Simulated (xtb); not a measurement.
C2H14N2O2Si3, SMILES O([SiH2]O[SiH2]N(C)C)[SiH2]N. All values are semi-empirical tight-binding results from xtb (GFN2-xTB unless named), good for trends rather than for accurate numbers. Geometry: GFN2-xTB. The structure was generated by enumeration, and PubChem lists no compound with its InChIKey, so it may never have been made. Other conformers were not sampled.

Question: Estimate the properties. (The exact figures need the calculation; the answer reports its results.)

Answer: 
```json
{
  "orbital_gap": "4.78 eV",
  "dipole_moment": "1.96 D",
  "zero_point_energy": "103.6 kcal/mol",
  "G − E(el) at 298.15 K (modified RRHO)": "76.8 kcal/mol",
  "static polarisability (D4 model)": "138.8 bohr³",
  "solvation energy, GFN2-xTB/ALPB(water)": "-1.7 kcal/mol",
  "solvation energy, GFN2-xTB/ALPB(methanol)": "-6.6 kcal/mol"
}
```
